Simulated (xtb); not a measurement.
xtb input (GFN1-xTB):

```bash
xtb mol.xyz --gfn 1 --sp --chrg 0 --uhf 0
```
mol.xyz:
```
18

C     -3.99220331     0.49652687    -0.11591121
C     -2.64162961     0.87135852     0.48752805
C     -1.48055889     0.09533817    -0.13529627
C     -0.13740554     0.47263800     0.46953381
Se     1.32054159    -0.55714987    -0.37007087
C      2.78649132     0.22334522     0.67330435
H     -4.80457767     1.06224924     0.34352146
H     -4.01152390     0.69703876    -1.18968951
H     -4.20388240    -0.56593188     0.02533864
H     -2.65826281     0.68995676     1.56686942
H     -2.46719895     1.94442719     0.36001880
H     -1.65158845    -0.97773882    -0.00588543
H     -1.46031829     0.27808605    -1.21403907
H     -0.11742014     0.26268390     1.53946351
H      0.07581973     1.53144137     0.31886819
H      2.64575445     0.01595025     1.73200535
H      3.70588849    -0.24642573     0.33055257
H      2.84073213     1.29611772     0.50043316
```

End of the output:

```
         :::::::::::::::::::::::::::::::::::::::::::::::::::::
         ::                     SUMMARY                     ::
         :::::::::::::::::::::::::::::::::::::::::::::::::::::
         :: total energy             -20.394548901147 Eh    ::
         :: gradient norm              0.015027586427 Eh/a0 ::
         :: HOMO-LUMO gap              4.592875454752 eV    ::
         ::.................................................::
         :: SCC energy               -20.631165118630 Eh    ::
         :: -> electrostatic           0.000396845620 Eh    ::
         :: repulsion energy           0.243211612940 Eh    ::
         :: dispersion energy         -0.006595395457 Eh    ::
         :: halogen bond corr.         0.000000000000 Eh    ::
         :: add. restraining           0.000000000000 Eh    ::
         :: total charge               0.000000000000 e     ::
         :::::::::::::::::::::::::::::::::::::::::::::::::::::

           -------------------------------------------------
          |                Property Printout                |
           -------------------------------------------------

    * Orbital Energies and Occupations

         #    Occupation            Energy/Eh            Energy/eV
      -------------------------------------------------------------
         1        2.0000           -0.8764213             -23.8486
       ...           ...                  ...                  ...
         7        2.0000           -0.5640000             -15.3472
         8        2.0000           -0.5355881             -14.5741
         9        2.0000           -0.5307633             -14.4428
        10        2.0000           -0.5248482             -14.2818
        11        2.0000           -0.5180982             -14.0982
        12        2.0000           -0.5104108             -13.8890
        13        2.0000           -0.4941535             -13.4466
        14        2.0000           -0.4880889             -13.2816
        15        2.0000           -0.4763482             -12.9621
        16        2.0000           -0.4660337             -12.6814
        17        2.0000           -0.4608279             -12.5398
        18        2.0000           -0.4444376             -12.0938
        19        2.0000           -0.3741351             -10.1807 (HOMO)
        20                         -0.2053500              -5.5879 (LUMO)
        21                         -0.1804396              -4.9100
        22                         -0.1265788              -3.4444
        23                         -0.1116914              -3.0393
        24                         -0.1048143              -2.8521
        25                         -0.0926950              -2.5224
        26                         -0.0876343              -2.3847
        27                         -0.0818852              -2.2282
        28                         -0.0722886              -1.9671
        29                         -0.0587626              -1.5990
        30                         -0.0554534              -1.5090
       ...                                ...                  ...
        53                          0.4729565              12.8698
      -------------------------------------------------------------
                  HL-Gap            0.1687851 Eh            4.5929 eV
             Fermi-level           -0.2897425 Eh           -7.8843 eV

  Mulliken/CM5 charges         n(s)   n(p)   n(d)
     1C    -0.08426 -0.23522   1.007  3.078  0.000
     2C    -0.03831 -0.15085   1.027  3.011  0.000
     3C    -0.04434 -0.15439   1.029  3.016  0.000
     4C    -0.05229 -0.16120   1.058  2.994  0.000
     5Se    0.03007  0.01923   1.958  4.073 -0.061
     6C    -0.09112 -0.24034   1.032  3.059  0.000
     7H     0.02892  0.07992   0.971  0.000  0.000
     8H     0.02694  0.07841   0.973  0.000  0.000
     9H     0.02694  0.07841   0.973  0.000  0.000
    10H     0.02175  0.07664   0.978  0.000  0.000
    11H     0.02175  0.07664   0.978  0.000  0.000
    12H     0.02087  0.07685   0.979  0.000  0.000
    13H     0.02087  0.07685   0.979  0.000  0.000
    14H     0.01815  0.07389   0.982  0.000  0.000
    15H     0.01815  0.07389   0.982  0.000  0.000
    16H     0.02362  0.07537   0.976  0.000  0.000
    17H     0.02867  0.08053   0.971  0.000  0.000
    18H     0.02362  0.07537   0.976  0.000  0.000

Wiberg/Mayer (AO) data.
largest (>0.10) Wiberg bond orders for each atom

 ---------------------------------------------------------------------------
     #   Z sym  total        # sym  WBO       # sym  WBO       # sym  WBO
 ---------------------------------------------------------------------------
     1   6 C    3.995 --     2 C    1.017     8 H    0.988     9 H    0.988
                             7 H    0.986
     2   6 C    3.995 --     1 C    1.017     3 C    1.000    11 H    0.980
                            10 H    0.980
     3   6 C    3.997 --     4 C    1.022     2 C    1.000    13 H    0.981
                            12 H    0.981
     4   6 C    3.991 --     3 C    1.022    14 H    0.994    15 H    0.994
                             5 Se   0.947
     5  34 Se   1.938 --     6 C    0.975     4 C    0.947
     6   6 C    3.991 --    16 H    1.002    18 H    1.002    17 H    0.997
                             5 Se   0.975
     7   1 H    1.005 --     1 C    0.986
     8   1 H    1.005 --     1 C    0.988
     9   1 H    1.005 --     1 C    0.988
    10   1 H    1.007 --     2 C    0.980
    11   1 H    1.007 --     2 C    0.980
    12   1 H    1.008 --     3 C    0.981
    13   1 H    1.008 --     3 C    0.981
    14   1 H    1.012 --     4 C    0.994
    15   1 H    1.012 --     4 C    0.994
    16   1 H    1.010 --     6 C    1.002
    17   1 H    1.007 --     6 C    0.997
    18   1 H    1.010 --     6 C    1.002
 ---------------------------------------------------------------------------

Topologies differ in total number of bonds
Writing topology from bond orders to xtbtopo.mol

 dipole moment from electron density (au)
     X       Y       Z
  -0.0189   0.1508   0.1538  total (Debye):    0.550

           -------------------------------------------------
          | TOTAL ENERGY              -20.394548901147 Eh   |
          | GRADIENT NORM               0.015027586427 Eh/α |
          | HOMO-LUMO GAP               4.592875454752 eV   |
           -------------------------------------------------

------------------------------------------------------------------------
Note: The following floating-point exceptions are signalling: IEEE_DENORMAL
normal termination of xtb
------------------------------------------------------------------------
 total:
 SCF:
```
